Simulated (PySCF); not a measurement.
# Antimony: a sound run and one with changed settings

Sound run: Sb²⁺ [Kr] 4d10 5s2 5p1, Sb³⁺ [Kr] 4d10 5s2. Calculation: PySCF 2.14, in def2-SVP with the def2 core potential (28 electrons) (4s4p2d, 26 functions); scalar relativity through the core potential. The sound run starts from symmetry-adapted Hartree-Fock orbitals and uses a fine grid where one is needed.

Changed run: initial guess 1e, at most 5 SCF cycles. This setting is unsound on purpose.

```
species  method  sound run (hartree)  changed run (hartree)  converged
   Sb²⁺     UHF           -238.36966             -238.36966         no
   Sb²⁺  r2SCAN           -239.35537             -239.35537         no
   Sb²⁺    PBE0           -239.27773             -239.27773         no
   Sb³⁺     UHF           -237.48353             -237.48353         no
   Sb³⁺  r2SCAN           -238.44030             -238.44030         no
   Sb³⁺    PBE0           -238.36788             -238.36788         no
```

The SCF was stopped early; the energies are upper bounds that still move, and correlated levels were skipped or rest on poor orbitals.
